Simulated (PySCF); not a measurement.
Species: C9H6O.
Atom-mapped SMILES: `[CH:1]#[C:2][c:3]1[cH:4][cH:5][c:6]([CH:7]=[O:8])[cH:9][cH:10]1` (hydrogens: H11 on C1; H12 on C4; H13 on C5; H14 on C7; H15 on C9; H16 on C10)

Cartesian coordinates in Å at the PBE0-D3(BJ)/def2-SVP level; atoms count from 1:
```xyz
16
C9H6O angstrom
C      3.8729    0.1993   -0.9406
C      2.6891    0.1459   -0.6807
C      1.2963    0.0801   -0.3738
C      0.4506   -0.7790   -1.0968
C     -0.9021   -0.8406   -0.7893
C     -1.4318   -0.0534    0.2380
C     -2.8718   -0.1308    0.5664
O     -3.4067    0.4976    1.4446
C     -0.5931    0.8059    0.9598
C      0.7571    0.8742    0.6580
H      4.9215    0.2466   -1.1703
H      0.8700   -1.3926   -1.8959
H     -1.5613   -1.5094   -1.3505
H     -3.4557   -0.8406   -0.0750
H     -1.0319    1.4107    1.7568
H      1.4185    1.5406    1.2145
```

The calculation used PBE0-D3(BJ)/def2-SVP geometry optimisation, gas phase (PySCF 2.14.0).

Masses are those of the commonest isotopes; rigid-rotor values at the optimised geometry. The values belong to one conformer with, in the numbering `[CH:1]#[C:2][c:3]1[cH:4][cH:5][c:6]([CH:7]=[O:8])[cH:9][cH:10]1`, C5–C6–C7–O8 179°.

(1) Give the principal moments of inertia and the rotational constants in MHz.

(2) What kind of rotor is it?

(3) What does the inertial defect say?

(4) Predict some low-J microwave lines.

## Answers

(1) Ia = 99.91, Ib = 712.23, Ic = 812.12 u·Å²; 505379 MHz·u·Å²/I gives A = 5058, B = 709.6, C = 622.3 MHz.

(2) A near-prolate asymmetric top. Ray's parameter κ = (2B − A − C)/(A − C) = -0.961; −1 is the prolate and +1 the oblate limit.

(3) Planar: Δ = Ic − Ia − Ib = -0.02 u·Å². For a rigid frame Δ = −2 Σ m c², so it vanishes when all atoms lie in the ab plane; here none is more than 0.02 Å from it.

(4) The dipole components are |μa| = 2.51 D, |μb| = 1.43 D, |μc| = 0.00 D; the mirror of this Cs structure is the ab plane, so μc vanishes by symmetry (the 0.02 D computed is a residue) and there are no c-type lines. Intensities carry the squares of the components, which stand as 1.00 : 0.33 (a : b). Some lines, for components of 0.1 D or more:

```csv
type,branch,"J(Ka,Kc)",MHz,lower level (cm⁻¹)
a,Q,"4(1,3) ← 4(1,4)",873,0.576
a,R,"3(1,3) ← 2(1,2)",3864,0.275
a,R,"3(2,2) ← 2(2,1)",3996,0.719
b,Q,"2(1,1) ← 2(0,2)",4525,0.133
b,Q,"4(1,3) ← 4(0,4)",4845,0.444
a,R,"4(0,4) ← 3(0,3)",5314,0.266
a,R,"4(3,1) ← 3(3,0)",5330,1.585
a,R,"4(1,3) ← 3(1,2)",5499,0.422
b,R,"1(1,1) ← 0(0,0)",5681,0.000
b,R,"2(1,2) ← 1(0,1)",6925,0.044
b,R,"3(1,3) ← 2(0,2)",8127,0.133
b,R,"4(1,4) ← 3(0,3)",9287,0.266
b,Q,"3(2,1) ← 3(1,2)",12923,0.422
b,R,"4(2,3) ← 3(1,2)",18243,0.422
b,Q,"3(3,0) ← 3(2,1)",21957,0.853
b,Q,"4(4,1) ← 4(3,2)",30745,1.763
b,R,"4(4,1) ← 3(3,0)",36075,1.585
b,R,"4(4,0) ← 3(3,1)",36075,1.585
```

No PBE0-D3(BJ)/def2-SVP frequencies stand behind this structure, so it isn't proved a minimum. Constants of a rigid frame at the computed geometry: no zero-point averaging, no centrifugal distortion.

The run took about 80 s of CPU time (one thread, shared machine). This is the geometry optimisation.
